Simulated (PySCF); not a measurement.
This PySCF input asks for the NMR shieldings of `CS[SiH2]SCC[SiH3]`, C3H12S2Si2; the geometry comes from GFN2-xTB.

```python
import basis_set_exchange as bse
import numpy as np
from pyscf import gto, dft
from pyscf.prop import nmr

atoms = """
C     3.822398    1.180054    0.189623
S     2.118172    0.653312    0.529723
Si    1.966814   -0.918287   -0.921158
S     0.063419   -1.853761   -0.774800
C    -1.038452   -0.417575   -0.406535
C    -2.426626   -0.892463   -0.048744
Si   -3.592640    0.563488    0.335248
H     4.031925    2.008438    0.857914
H     4.504613    0.359451    0.385985
H     3.906318    1.504276   -0.842639
H     2.154857   -0.303419   -2.232305
H     2.951761   -1.947113   -0.640747
H    -0.579388    0.129625    0.415648
H    -1.051377    0.209381   -1.297243
H    -2.822797   -1.487365   -0.873571
H    -2.361670   -1.560542    0.811428
H    -4.899698    0.023771    0.708158
H    -3.720915    1.404082   -0.857315
H    -3.036517    1.353897    1.433668
"""
names = dict.fromkeys(["C", "S", "Si", "H"], "pcSseg-1")
basis = {el: gto.basis.parse(bse.get_basis(n, elements=[el], fmt="nwchem")) for el, n in names.items()}
mol = gto.M(atom=atoms, basis=basis, charge=0, verbose=0)
mf = dft.RKS(mol, xc="PBE0")
mf.grids.level = 2
mf.grids.alignment = dft.numint.BLKSIZE   # the property module wants whole blocks of grid points
mf.conv_tol = 1e-9
mf.kernel()

calc = nmr.RKS(mf)   # GIAO
C = mf.mo_coeff
Co = C[:, mf.mo_occ > 0]
resp = mf.gen_response(singlet=True, hermi=2)
def vind(x):   # induced exchange potential for any number of trial vectors
    d = np.einsum("pi,xij,qj->xpq", C, 2 * x.reshape(-1, C.shape[1], Co.shape[1]), Co, optimize=True)
    return np.einsum("xpq,pi,qj->xij", resp(d - d.transpose(0, 2, 1)), C, Co, optimize=True).ravel()
mo1, _ = nmr.rhf.solve_mo1(calc, with_cphf=vind)
sigma = calc.kernel(mo1)
for i, s in enumerate(sigma):   # ppm
    print("%2d %-2s %9.2f" % (i, mol.atom_pure_symbol(i), np.trace(s) / 3))
```

Task: What are the results?

Result: 
```
 0 C     174.29
 1 S     714.73
 2 Si    360.77
 3 S     649.47
 4 C     154.57
 5 C     173.23
 6 Si    420.96
 7 H      29.51
 8 H      29.71
 9 H      29.84
10 H      26.18
11 H      26.57
12 H      29.09
13 H      29.04
14 H      30.62
15 H      30.60
16 H      27.74
17 H      27.92
18 H      27.93
```

These numbers come from an equivalent density-fitted implementation of the same equations, which agrees with the script to about 0.01 ppm for H and up to a few tenths of a ppm for heavy atoms, so last digits may differ.

Task: Turn these shieldings into chemical shifts. Referencing at the same level of theory: TMS for $^{13}$C (σ = 186.93 ppm), $^{29}$Si (σ = 349.16 ppm), $^{1}$H (σ = 31.72 ppm); CS2 for $^{33}$S (σ = 503.73 ppm).

Result: Averaging equivalent atoms: C 4: 32.4; C 5: 13.7; C 0: 12.6; S 3: -146; S 1: -211; Si 2: -11.6; Si 6: -71.8; H 10/11: 5.34; H 16/17/18: 3.85; H 12/13: 2.65; H 7/8/9: 2.03; H 14/15: 1.10 ppm. 

Size and cost of the density-fitted run: 207 basis functions, 65 s wall time on 1 thread of an Arm Neoverse N1, shared host; peak memory 0.94 GiB.
